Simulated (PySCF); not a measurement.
**State search for AgC**

Unrestricted PBE0; basis Ag x2c-TZVPPall, C x2c-TZVPPall; spin-free X2C with a Gaussian nucleus; PySCF 2.14. Outer shells of the fragments: Ag 4d10 5s1; C 2s2 2p2.

Followed along the bond (rough minima from three points):

| 2Ms+1 | unpaired | ⟨S²⟩ at the start | R at minimum (Å) | Te (eV) |
| --- | --- | --- | --- | --- |
| 4 | σ ↑, π ↑↑ | 3.76 | 2.03 | 0.00 |
| 2 | π ↑ | 0.77 | 2.03 | 0.27 |
| 2 | σ ↓, π ↑↑ | 1.77 | 2.05 | 0.57 |
| 2 | σ ↑, π ↑↓ | 1.77 | 2.02 | 0.67 |

Solutions found at the starting distance of 2.045 Å, counted from the lowest of them; the search is not exhaustive and high or unbound solutions are not listed, so other states can lie among these:

```json
{"2Ms+1": "4", "unpaired": "σ ↑, π ↑↑", "term": "⁴Σ⁻", "E (eV)": "0.00", "⟨S²⟩": "3.76", "⟨Lz²⟩": "0.00", "μ (D)": "-4.07"}
{"2Ms+1": "2", "unpaired": "π ↑", "term": "²Π", "E (eV)": "0.27", "⟨S²⟩": "0.77", "⟨Lz²⟩": "1.01", "μ (D)": "-2.80"}
{"2Ms+1": "2", "unpaired": "σ ↓, π ↑↑", "term": "mixed", "E (eV)": "0.57", "⟨S²⟩": "1.77", "⟨Lz²⟩": "0.00", "μ (D)": "-3.86"}
{"2Ms+1": "2", "unpaired": "σ ↑, π ↑↓", "term": "mixed", "E (eV)": "0.67", "⟨S²⟩": "1.77", "⟨Lz²⟩": "2.02", "μ (D)": "-4.03"}
{"2Ms+1": "2", "unpaired": "σ ↑", "term": "mixed", "E (eV)": "1.89", "⟨S²⟩": "0.76", "⟨Lz²⟩": "2.00", "μ (D)": "-4.11"}
{"2Ms+1": "4", "unpaired": "σ ↑↑, π ↑", "term": "⁴Π", "E (eV)": "1.91", "⟨S²⟩": "3.76", "⟨Lz²⟩": "1.01", "μ (D)": "1.97"}
{"2Ms+1": "2", "unpaired": "σ ↑", "term": "²Σ⁺", "E (eV)": "2.78", "⟨S²⟩": "0.75", "⟨Lz²⟩": "0.00", "μ (D)": "2.20"}
{"2Ms+1": "6", "unpaired": "σ ↑↑↑, π ↑↑", "term": "⁶Σ⁻", "E (eV)": "4.61", "⟨S²⟩": "8.76", "⟨Lz²⟩": "0.00", "μ (D)": "-0.39"}
{"2Ms+1": "4", "unpaired": "σ ↑, π ↑↑", "term": "mixed", "E (eV)": "4.64", "⟨S²⟩": "3.77", "⟨Lz²⟩": "2.02", "μ (D)": "1.11"}
{"2Ms+1": "2", "unpaired": "π ↑↑, δ ↓", "term": "mixed", "E (eV)": "4.77", "⟨S²⟩": "1.95", "⟨Lz²⟩": "4.00", "μ (D)": "-3.15"}
{"2Ms+1": "4", "unpaired": "π ↑↑, δ ↑", "term": "⁴Δ", "E (eV)": "4.78", "⟨S²⟩": "3.89", "⟨Lz²⟩": "4.00", "μ (D)": "-3.08"}
{"2Ms+1": "2", "unpaired": "σ ↓, π ↑↑", "term": "mixed", "E (eV)": "5.14", "⟨S²⟩": "1.76", "⟨Lz²⟩": "2.01", "μ (D)": "1.04"}
{"2Ms+1": "4", "unpaired": "π ↑↑↑", "term": "⁴Π", "E (eV)": "5.33", "⟨S²⟩": "3.78", "⟨Lz²⟩": "1.00", "μ (D)": "0.32"}
{"2Ms+1": "6", "unpaired": "σ ↑↑, π ↑↑↑", "term": "⁶Π", "E (eV)": "5.80", "⟨S²⟩": "8.75", "⟨Lz²⟩": "1.00", "μ (D)": "-1.86"}
```

A term symbol is given only where ⟨S²⟩ and ⟨Lz²⟩ are close to those of a pure state; real π, δ and φ orbitals otherwise mix terms. A positive dipole means Ag(−)C(+).

Spin–orbit coupling is left out. Counting both spins, an empty level lies below a filled one in some of these solutions, because spin and occupation are held. The state is the lowest single determinant that the PBE0 search found; with open d or f shells the true ground state can be another one.
